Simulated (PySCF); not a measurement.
Isomers of C5H4F3NO, mass 151.024 u with the commonest isotopes. Level of theory: PBE0/pcSseg-1 in PySCF (dipole) on a GFN2-xTB geometry, gas phase. One conformer each, none proved a minimum here; rigid rotors.

Question: Order these by radius of gyration √(Σ m r²/M), largest first.
A. `Cc1cc(C(F)(F)F)on1`
B. `[N:1]#[C:2][C:3]1([O:4][C:5]([F:6])([F:7])[F:8])[CH2:9][CH2:10]1` with C2–C3–O4–C5 71°
C. `[CH3:1][O:2]/[C:3]([C:4]#[N:5])=[CH:6]\[C:7]([F:8])([F:9])[F:10]` with C1–O2–C3–C4 -1°
D. `[H]/[N:4]=[CH:3]\[C:2](=[CH2:1])[C:5](=[O:6])[C:7]([F:8])([F:9])[F:10]` with C1–C2–C3–N4 34°, C1–C2–C5–O6 5°

Answer: C (2.263 Å), A (2.201 Å), D (2.090 Å), B (2.027 Å).

Question: Order these by rotational constant B, largest first.
A. `[N:1]#[C:2][C:3]1([O:4][C:5]([F:6])([F:7])[F:8])[CH2:9][CH2:10]1` with C2–C3–O4–C5 71°
B. `CC1=NOC(C(F)(F)F)=C1`
C. `[H]/[N:4]=[CH:3]\[C:2](=[CH2:1])[C:5](=[O:6])[C:7]([F:8])([F:9])[F:10]` with C1–C2–C3–N4 34°, C1–C2–C5–O6 5°

Answer: A (1134 MHz), C (1100 MHz), B (813.9 MHz).

Question: Order these by out-of-plane moment Σ m c² = (Ia + Ib − Ic)/2, largest first.
A. `Cc1cc(C(F)(F)F)on1`
B. `[N:1]#[C:2][C:3]1([O:4][C:5]([F:6])([F:7])[F:8])[CH2:9][CH2:10]1` with C2–C3–O4–C5 71°
C. `[H]/[N:4]=[CH:3]\[C:2](=[CH2:1])[C:5](=[O:6])[C:7]([F:8])([F:9])[F:10]` with C1–C2–C3–N4 34°, C1–C2–C5–O6 5°

Answer: B (63.63 u·Å²), C (47.41 u·Å²), A (45.48 u·Å²).

```
                    SMILES  point group  Ia (u·Å²)  Ib (u·Å²)  Ic (u·Å²)      κ  μa (D)  μb (D)  μc (D)
[H]/N=C\C(=C)C(=O)C(F)(F)F           C1     247.53     459.57     612.28  -0.55    2.29    1.62    0.09
        Cc1cc(C(F)(F)F)on1           C1     155.91     620.92     685.86  -0.94    2.19    2.88    0.05
       N#CC1(OC(F)(F)F)CC1           C1     238.52     445.61     556.88  -0.63    1.47    4.05    0.06
      CO/C(C#N)=C\C(F)(F)F      near Cs     209.45     609.38     727.87  -0.84    1.49    1.48    0.00
```
